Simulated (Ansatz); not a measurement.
Input file for Ansatz (a quantum-chemistry and plane-wave program): R-wB97X-V/def2-TZVPPD on H2Se (SMILES [SeH2]) with ghost functions, monomers drawn apart or pushed together. Files ending in .json are basis or fitting sets from the Basis Set Exchange.

Ansatz 0.2 input:
```yaml
crystal:
  periodic: [false, false, false]
  atoms:
    - {symbol: Se, position_ang: [-0.38374703, -0.74245878, 3.93872156]}
    - {symbol: H, position_ang: [-0.83950969, -1.76924802, 2.99726632]}
    - {symbol: H, position_ang: [-0.25789081, -1.73417105, 5.02796856]}
basis:
  gaussian:
    orbitals: def2-TZVPPD.json
    ghost_atoms:
      - {symbol: C, position_ang: [0.42266920, -0.08409219, -0.17174038]}
      - {symbol: N, position_ang: [-0.56392928, 0.64091677, 0.62844889]}
      - {symbol: H, position_ang: [0.01573767, -1.05905078, -0.44483626]}
      - {symbol: H, position_ang: [1.31075178, -0.26230605, 0.43577258]}
      - {symbol: H, position_ang: [0.73302948, 0.42346912, -1.09424791]}
      - {symbol: H, position_ang: [-1.41733207, 0.79590041, 0.10579976]}
      - {symbol: H, position_ang: [-0.21135666, 1.55009867, 0.90148183]}
hamiltonian:
  xc: {name: wB97X-V}
scf: {lower_state_search: off}
```

Output:

```
WARN ansatz: RAYON_NUM_THREADS=1 ignored (pool sized by the plan → 1); use --threads N
Functional definition: wB97X-V
these checks for a lower state are left out or cut short: stability, starts, cluster_reference, orbital_swaps, neighbouring_geometries, increment
integrals: 0.22 GiB planned
1148 factors; their error is unknown
integrals: 0.25 GiB planned
345 factors; integrals over basis functions are off by at most 4.3e-5 eV
mean field: 1.68 GiB planned
mean field evaluation 1: about -65375.6554 eV, gradient 8.9e0 eV
mean field evaluation 2: about -65375.8898 eV, gradient 3.3e0 eV
mean field evaluation 4: about -65375.9231 eV, gradient 3.8e-1 eV
mean field evaluation 8: about -65376.1154 eV, gradient 2.0e-3 eV
mean field -65376.11535638 eV, -2402.5279258243 hartree, gradient 9.3e-6 eV, S^2 0.000000; 0 other end points of the search recorded, 0 dependent functions left out
reference -65376.11535418 eV, -2402.5279257435 hartree; 18, 18 occupied and 232, 232 virtual orbitals, 1148 factors
Total energy: -65376.11535418 eV, -2402.5279257435 hartree
Checks for a lower state left out: stability, starts, cluster_reference, orbital_swaps, neighbouring_geometries, increment
```

The run converged.

Cost: around 10 core-seconds (rough).
